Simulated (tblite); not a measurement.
A structure optimised at GFN2-xTB (Å):
```
atom  x, y, z in Å
C1     2.4419    0.3763    0.3407
C2     1.3869   -0.6565   -0.0070
O3     1.6818   -1.8270   -0.2468
C4     0.0347   -0.1985   -0.0418
C5    -0.5033    1.0723    0.1942
C6    -1.8676    1.0125    0.0375
N7    -2.2506   -0.2436   -0.2915
C8    -1.1098   -1.1154   -0.3732
H9     2.2497    0.7895    1.3283
H10    2.4252    1.1870   -0.3842
H11    3.4214   -0.0932    0.3325
H12    0.0480    1.9539    0.4549
H13   -2.5898    1.8003    0.1420
H14   -3.1940   -0.5412   -0.4594
H15   -1.0015   -1.5562   -1.3732
H16   -1.1806   -1.9513    0.3356
```

Doublet state.

Task: Which heavy atoms are bonded, and with what formal order?

Result: C1–C2 1.52 Å (single); C2–O3 1.23 Å (double); C2–C4 1.43 Å (single); C4–C5 1.40 Å (single); C5–C6 1.37 Å (double); C6–N7 1.35 Å (single); N7–C8 1.44 Å (single); C4–C8 1.50 Å (single). Bonds to hydrogen (Å): C1–H9 1.09; C1–H10 1.09; C1–H11 1.09; C5–H12 1.07; C6–H13 1.07; N7–H14 1.00; C8–H15 1.10; C8–H16 1.10. The orders are those of one drawing; other resonance forms can be drawn.

Task: Give the structure as a SMILES string.

Result: `CC(=O)[C]1C=CNC1`, C6H8NO.

Task: What is the point group of this geometry?

Result: Cs (tolerance 0.08 Å).

Task: Which rings does it hold (smallest set)?

Result: C4–C5–C6–N7–C8 (5 members, 0.00 Å rms from planarity).

Task: Describe the place of each heavy atom.

Result: C1: carbon bonded to C and 3 H; C2: carbon bonded to 2 C and O; O3: oxygen bonded to C; C4: carbon bonded to 3 C; C5: carbon bonded to 2 C and H; C6: carbon bonded to C, N and H; N7: nitrogen bonded to 2 C and H; C8: carbon bonded to C, N and 2 H.

Task: What is the arrangement about C8?

Result: It has 4 neighbours (N7, C4, H15, H16) and is distorted tetrahedral (angles from 102.8° to 111.9°).

Task: What is the arrangement about C2?

Result: It has 3 neighbours (C1, O3, C4) and is planar (angles 121.8°, 121.7° and 116.5°, sum 360.0°, 0.00 Å off the plane of its three neighbours).

The numbers are calculated, not measured.
